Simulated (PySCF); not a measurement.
## Bond curve of CsRb

Set-up: PySCF, scalar-relativistic core potentials, basis sets Cs def2-SVPD with ECP46, Rb def2-SVPD with ECP28. Energies in eV from Cs + Rb in their ground configurations at the same level. State: ¹Σ⁺ (singlet), closed shell.

All columns are PBE0. A positive dipole means Cs(−)Rb(+).

| R (Å) | E (eV) | μ (D) | Mulliken charge on Cs (basis-dependent) | HOMO (eV) | LUMO (eV) | Mayer bond order | ⟨S²⟩ |
| --- | --- | --- | --- | --- | --- | --- | --- |
| 3.897 | -0.309 | -1.18 | 0.41 | -2.82 | -1.11 | 0.84 | 0.00 |
| 4.079 | -0.371 | -1.21 | 0.37 | -2.78 | -1.13 | 0.87 | 0.00 |
| 4.260 | -0.408 | -1.24 | 0.34 | -2.75 | -1.15 | 0.89 | 0.00 |
| 4.396 | -0.422 | -1.27 | 0.31 | -2.73 | -1.17 | 0.91 | 0.00 |
| 4.532 | -0.426 | -1.30 | 0.28 | -2.71 | -1.19 | 0.92 | 0.00 |
| 4.668 | -0.422 | -1.33 | 0.26 | -2.68 | -1.21 | 0.94 | 0.00 |
| 4.849 | -0.407 | -1.38 | 0.23 | -2.66 | -1.25 | 0.95 | 0.00 |
| 5.076 | -0.374 | -1.43 | 0.19 | -2.63 | -1.29 | 0.96 | 0.00 |
| 5.348 | -0.322 | -1.49 | 0.15 | -2.59 | -1.34 | 0.98 | 0.00 |
| 5.710 | -0.239 | -1.58 | 0.11 | -2.55 | -1.41 | 0.99 | 0.00 |

A fit through these points gives, at Re = 4.533 Å, μ = -1.30 D and dμ/dR = -0.227 D/Å; the reduced mass is 51.81 u.

Task: How strong is the fundamental in the double-harmonic approximation, I = 42.26·(dμ/dR)²/μred km/mol?

Result: I = 42.26·(-0.227)²/51.81 = 0.0420 km/mol at PBE0.

Closed-shell solutions of metal pairs were not tested for spin polarisation, which can lower them a little. Spin–orbit coupling is left out.
